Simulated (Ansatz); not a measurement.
Species: H$_{6}$OSi$_{3}$, SMILES `[SiH2]=[SiH]O[SiH3]` (Si–Si–O–Si torsion 24°) (charge 0, multiplicity 1).

Problem. Give a relaxed geometry from r2SCAN-D4/def2-TZVP (Ansatz, a first-principles code).

Solution. Several could match; the one computed here: the end point of this relaxation, one of several conformers (outside a Z-matrix the atoms follow the SMILES, hydrogens last).
Cartesian coordinates (Å) in one orientation:
```xyz
10

Si     2.334     0.173    -0.195
Si     0.547     0.882    -1.259
O     -0.980     0.593    -0.760
Si    -1.827    -0.486     0.161
H      3.475     0.278    -1.150
H      2.167    -1.242     0.245
H      0.522     2.184    -1.975
H     -1.370    -1.867    -0.131
H     -3.259    -0.337    -0.182
H     -1.608    -0.179     1.595
```
